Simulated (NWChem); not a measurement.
CH₅Al; SMILES [AlH2][CH3]

Computed with NWChem. Pople sets run with spherical d functions. Coordinates come from a PBE0/def2-SVP optimisation. Ions are spin-unrestricted doublets at the neutral geometry; other ion states weren't tried.

```tsv
level	−ε(HOMO) (eV)
B3LYP/6-31G*	7.70
PBE/6-31G*	6.65
Hartree-Fock/6-31G*	___
LRC-wPBEh/6-31G*	9.84
BHandHLYP/6-31G*	9.14
```

Complete the blanks.


- Hartree-Fock/6-31G*, −ε(HOMO) (eV): 11.08
